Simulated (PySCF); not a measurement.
A calculated (UHF, PySCF 2.14, x2c-TZVPall, scalar relativity by spin-free X2C-1e) atom or ion has these occupied shells.

```tsv
shell	electrons	orbital energy (eV)	rms radius, mean of both spins (bohr)
1s α	1	-1877.0	0.129
1s β	1	-1876.7	0.129
2s α	1	-168.32	0.612
2s β	1	-168.01	0.612
2p α	3	-116.00	0.599
2p β	3	-115.42	0.599
3s α	1	-16.895	2.38
3s β	1	-12.632	2.38
3p α	2	-8.169	2.97
```

Q: Name the element and its charge.

A: Si (silicon, neutral), in [Ne] 3s2 3p2, high-spin 3P determinant.
